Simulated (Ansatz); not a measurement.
Ansatz (a first-principles code) input (r2SCAN/def2-TZVPD):

Ansatz 0.2 input:
```yaml
crystal:
  periodic: [false, false, false]
  atoms:
    - {symbol: F, position_ang: [-1.09387531, -1.24703347, 0.00576626]}
    - {symbol: Ge, position_ang: [-0.00000000, -0.00000000, 0.00000000]}
    - {symbol: F, position_ang: [1.62656133, -0.32365871, -0.03510244]}
    - {symbol: F, position_ang: [-0.53268602, 1.57069217, 0.02933618]}
basis:
  gaussian:
    orbitals: def2-TZVPD
hamiltonian:
  xc: {name: r2SCAN}
total_charge: 1
output: {forces: true}
```

End of the output:

```
integrals: 0.09 GiB planned
964 factors; their error is unknown
mean field: 0.63 GiB planned
mean field evaluation 1: about -64644.2741 eV, gradient 1.1e2 eV
mean field evaluation 2: about -64570.9426 eV, gradient 2.4e2 eV
mean field evaluation 4: about -64661.0891 eV, gradient 8.1e0 eV
mean field evaluation 8: about -64661.1358 eV, gradient 1.9e-1 eV
mean field evaluation 16: about -64661.1358 eV, gradient 5.9e-5 eV
mean field -64661.13581039 eV, -2376.2529121397 hartree, gradient 9.3e-6 eV, S^2 0.000000; 0 other end points of the search recorded, 0 dependent functions left out
the calculation of the forces begins
reference -64661.13582748 eV, -2376.2529127677 hartree; 29, 29 occupied and 145, 145 virtual orbitals, 964 factors
Total energy: -64661.13582748 eV, -2376.2529127677 hartree
Atom 0 at    -1.093875    -1.247033     0.005766 Å, force     0.179886     0.205073    -0.000948 eV/Å
Atom 1 at    -0.000000    -0.000000     0.000000 Å, force     0.000374     0.000426    -0.000002 eV/Å
Atom 2 at     1.626561    -0.323659    -0.035102 Å, force    -0.267401     0.052774     0.005765 eV/Å
Atom 3 at    -0.532686     1.570692     0.029336 Å, force     0.087141    -0.258273    -0.004815 eV/Å
Dipole moment:    -0.000001    -0.000001     0.000000 e Å
```
